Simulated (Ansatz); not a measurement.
H2BN, charge -1, doublet, at the geometry of the source list (a state made from the parent by changing its charge; the spin is typed, not shown lowest) (a gas-phase anion, which may not be bound at this level); B3LYP/cc-pVTZ (Ansatz, a program for electronic structure).

Here is a job for Ansatz.
Ansatz 0.2 input:
```yaml
crystal:
  periodic: [false, false, false]
  atoms:
    - {symbol: B, position_ang: [0.58170000, 0.00950000, 0.01690000]}
    - {symbol: N, position_ang: [-0.65700000, -0.01990000, -0.02030000]}
    - {symbol: H, position_ang: [1.72010000, 0.03420000, 0.05090000]}
    - {symbol: H, position_ang: [-1.64480000, -0.02380000, -0.04750000]}
basis:
  gaussian:
    orbitals: cc-pVTZ
    point_charges:
      - {charge: 1.0, position_ang: [-2.2448, -4.1432, -0.2907]}
hamiltonian:
  xc: b3lyp
total_charge: -1
magnetization: {spin_polarized: true, initial_magnetization: 1}
```

The log (banner, timings and long lists left out):

```
Functional definition: B3LYP
507 factors; their error is unknown
mean field evaluation 1: about -2199.1541 eV, gradient 1.4e1 eV
mean field evaluation 2: about -2197.8944 eV, gradient 2.2e1 eV
mean field evaluation 4: about -2200.1966 eV, gradient 2.3e0 eV
mean field evaluation 8: about -2200.2365 eV, gradient 1.9e-1 eV
mean field evaluation 16: about -2200.2340 eV, gradient 3.5e-4 eV
mean field evaluation 32: about -2199.9386 eV, gradient 3.8e0 eV
mean field -2200.23404040 eV, -80.8571096124 hartree, gradient 7.2e-6 eV, S^2 0.751307; 6 other end points of the search recorded, 0 dependent functions left out
reference -2200.23423986 eV, -80.8571169425 hartree; 8, 7 occupied and 80, 81 virtual orbitals, 507 factors
Total energy: -2200.23423986 eV, -80.8571169425 hartree
```
